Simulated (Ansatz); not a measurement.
Reaction (formal loss of a carbene): `BN(C)[SiH2]F` → `BN[SiH2]F` + `[CH2]` (triplet)

Computed with Ansatz on PBE0-D4/def2-TZVP structures; ΔE is electronic, products minus reactants. CCSD(T)/CBS adds triple-zeta CCSD(T) − MP2 to the extrapolated MP2 energy (def2 sets, frozen cores). This one scheme is used for every species. DFT in def2-TZVPP. Triplets are unrestricted, without spin–orbit coupling. Each species was taken in one conformer, which may not be the lowest.

Task: Is it downhill or uphill in electronic energy at CCSD(T)/CBS, and by how much? (Estimate.)

Result: Ansatz gave: Uphill: ΔE = +401.1 kJ/mol.

Task: What do these levels give: r2SCAN-D4, B2PLYP, r2SCAN, CCSD(T)/def2-TZVPP, HF/CBS(def2), MP2/CBS(def2)? (An estimate is asked.)

Result: The calculation gave: r2SCAN-D4 378.0, B2PLYP 390.6, r2SCAN 375.9, CCSD(T)/def2-TZVPP 391.0, HF/CBS(def2) 249.5, MP2/CBS(def2) 412.4 kJ/mol.

Largest T1 diagnostic among the species: 0.012.

In def2-TZVPP, CCSD(T) changes the Hartree–Fock value by +141.8 kJ/mol (the triples alone add +12.3 kJ/mol) and MP2 by +153.2 kJ/mol. From PBE to PBE0 (25 % exact exchange), in def2-TZVPP and without D4, ΔE moves by −9.4 kJ/mol.
